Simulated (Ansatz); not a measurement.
Two isomers of C2H6OSSi: A = `SC1OC[SiH2]1`, B = `C[Si]1(S)CO1`.

Isolated molecules relaxed with PBE0-D4/def2-TZVP in Ansatz; ΔE leaves out vibrations. CCSD(T)/CBS adds triple-zeta CCSD(T) − MP2 to the extrapolated MP2 energy (def2 sets, frozen cores). Functionals use def2-TZVPP. Each species was taken in one conformer, which may not be the lowest.

(1) Which isomer does CCSD(T)/CBS put lower? Give the gap. (Best estimate.)

(2) Give E(B) − E(A) in kJ/mol with r2SCAN-D4, CCSD(T)/def2-TZVPP, B2PLYP, MP2/def2-TZVPP, PBE0-D4, HF/def2-TZVPP, ωB97M-V. (Best estimate.)

Largest T1 diagnostic: 0.013.

Answers

(1) Ansatz gave: B, by 233.5 kJ/mol.

(2) The calculation gave: r2SCAN-D4 -241.1, CCSD(T)/def2-TZVPP -230.9, B2PLYP -235.3, MP2/def2-TZVPP -242.1, PBE0-D4 -228.0, HF/def2-TZVPP -231.0, ωB97M-V -231.6. None reverses the order clearly.

From PBE to PBE0 (25 % exact exchange), in def2-TZVPP and without D4, E(B) − E(A) moves by −3.3 kJ/mol.
